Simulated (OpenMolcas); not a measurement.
Ta3+ among 4 point charges of -0.65 e arranged as a tetrahedron (Td), 2.07 Å from the ion.

- Program: OpenMolcas 26.06
- Method: CASSCF
- Basis: ANO-RCC-VDZP [7s6p4d2f1g]
- Scalar Hamiltonian: DKH2, point nucleus
- Active space: 2 electrons in 5 orbitals (5d)
- State averaging: 2S+1 = 3 even, 10 roots; 2S+1 = 1 even, 15 roots
- Spin-orbit coupling: state interaction with AMFI integrals over the reference wave functions

Q: What is the spin-free ground state (labels of Td)?

A: 3A2, 1-fold in its orbital part, 100 % from free-ion F terms; it has the highest spin that d2 allows.

Q: Where is the first state of the same spin?

A: 3T2 at 2630 cm-1 above the ground state.

Q: What are the lowest two levels with spin-orbit coupling?

A: A 3-fold level T2, then a 2-fold level E 1363 cm-1 above it. Their leading multiplicities are 3 (95 %) and 3 (90 %).

Q: What is χT at 300 K, and how does it compare with the textbook value?

A: The lowest level has 2S+1 = 3, for which the spin-only value is χT = S(S+1) / 2 = 1.000 cm3 K/mol (g = 2). The computed 0.121 at 300 K differs by -0.879, through orbital momentum, spin-orbit coupling and any other state in reach.

Q: Which ligand-field parameters describe the states?

A: A least-squares ligand-field fit to the states below 45000 cm-1, each weighted by its degeneracy and with a free common offset, gives 10Dq = -2660 cm-1 (negative for this site), B = 674 cm-1 and C = 2707 cm-1 (C/B = 4.02), with an rms deviation of 66 cm-1. 

Spin-orbit coupling mixes the spin-free states strongly: the lowest level takes only 46 % from its leading state, 3A2. Without dynamic correlation the repulsion within the d shell is too large (B by tens of per cent), so at a given field states of lower spin stand too high. The ground term spreads over less than 5000 cm-1, several times less than with real ligands, so orbital moments are less quenched and χT lies further from the spin-only value than at real sites. This is an electrostatic model: the charges have no orbitals. No measured value stands beside these numbers.
